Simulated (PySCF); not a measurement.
Compound: C₈H₁₀.
Numbering: `[CH:1]#[C:2][CH:3]([C:4]#[CH:5])[CH:6]([CH3:7])[CH3:8]` (hydrogens: H9 on C1; H10 on C3; H11 on C5; H12 on C6; H13, H14, H15 on C7; H16, H17, H18 on C8)

A PySCF run (density fitting, gas phase, GFN2-xTB geometry) gave HOMO -6.30 eV, LUMO 0.05 eV, dipole 0.57 D.

Task: Which of these levels was it?
A. PW91/6-31++G**
B. HCTH407/6-31G*
C. PBE0/pcSseg-1
D. HF/def2-SVPD

Result: B. It is HCTH407/6-31G*. All candidates on this geometry:

| level and settings | kind | basis functions | SCF cycles | E (Eh) | HOMO (eV) | LUMO (eV) | dipole (D) |
| --- | --- | --- | --- | --- | --- | --- | --- |
| PW91/6-31++G**, level shift 0.3 Eh | GGA | 204 | 12 | -310.5928 | -6.52 | -0.76 | 0.75 |
| HCTH407/6-31G*, fitting basis def2-universal-jkfit, start guess atom | GGA | 132 | 12 | -310.6943 | -6.30 | 0.05 | 0.57 |
| PBE0/pcSseg-1, fitting basis def2-universal-jkfit, level shift 0.2 Eh | global hybrid | 186 | 11 | -310.3021 | -7.73 | 0.71 | 0.71 |
| HF/def2-SVPD | Hartree–Fock | 240 | 12 | -308.4147 | -10.45 | 2.61 | 0.67 |

The nearest other candidate, by the summed differences of HOMO and LUMO, is PW91/6-31++G**: its HOMO differs by -0.22 eV and its LUMO by -0.81 eV. All basis functions are spherical, in the Pople sets too.

Conformer computed: `[CH:1]#[C:2][CH:3]([C:4]#[CH:5])[CH:6]([CH3:7])[CH3:8]`: C2–C3–C6–C7 64°.
